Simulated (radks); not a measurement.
Task: Species: Cl II. Configuration: [Ne] 3s2 3p4 (the NIST ground configuration). Method: Dirac Kohn-Sham, PBE, spin-unpolarised, spherical densities, finite nucleus; open shells are shared between the two j in proportion to 2j + 1; Fermi nuclear charge, rms radius 3.3654 fm; computed with a radial shooting solver on a logarithmic mesh with Libxc functionals. Some entries of the table are withheld. Estimate them.

| orbital | occ. | eigenvalue (Ry) | <1/r> (bohr^-1) | r(max) (bohr) |
|---|---|---|---|---|
| 1s1/2 | 2 | -203.1580 | 16.68 | (1) |
| 2s1/2 | 2 | -19.51311 | 3.314 | 0.3618 |
| 2p1/2 | 2 | (2) | 3.225 | 0.3004 |
| 2p3/2 | 4 | (3) | 3.200 | 0.3022 |
| 3s1/2 | 2 | -2.35872 | 0.9280 | 1.268 |
| 3p1/2 | 1.33333 | -1.43467 | (4) | 1.386 |
| 3p3/2 | 2.66667 | -1.42418 | (5) | 1.392 |

Result: 
(1) 1s1/2 r(max) (bohr): 0.05946
(2) 2p1/2 eigenvalue (Ry): -15.11013
(3) 2p3/2 eigenvalue (Ry): -14.98529
(4) 3p1/2 <1/r> (bohr^-1): 0.7992
(5) 3p3/2 <1/r> (bohr^-1): 0.7950
